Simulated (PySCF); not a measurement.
C3H8O2Si, SMILES C[C@H]1OC[Si@@H]1O. Heavy atoms are numbered as in [CH3:1][C@H:2]1[O:3][CH2:4][Si@@H:5]1[OH:6]. Hydrogens are named by the atom that carries them.

The structure is a stationary point at B3LYP-D3(BJ)/def2-SVP. The structure was generated by enumeration; whether it is a known compound was not checked. One conformer was computed; it need not be the lowest.

Calculation: PySCF with PBE/pcSseg-1.

GIAO shieldings, no solvent; atoms alike by connectivity are averaged. δ = σ(ref) − σ: ¹³C against TMS (σ = 182.0 ppm); ¹⁷O against H2O (σ = 334.3 ppm); ²⁹Si against TMS (σ = 335.4 ppm); ¹H against TMS (σ = 31.49 ppm), references at their B3LYP-D3(BJ)/def2-TZVP geometries, non-relativistic.

Computed chemical shifts:
```tsv
nucleus	atoms	count	δ (ppm)
¹³C	C2 (CH)	1	92.6
¹³C	C4 (CH2)	1	77.3
¹³C	C1 (CH3)	1	23.2
¹⁷O	O6 (OH)	1	78.5
¹⁷O	O3	1	51.8
²⁹Si	Si5 (SiH)	1	5.1
¹H	H on Si5	1	5.41
¹H	H on C2	1	4.81
¹H	H on C4	2	4.55
¹H	H on O6	1	2.40
¹H	H on C1	3	1.62
```
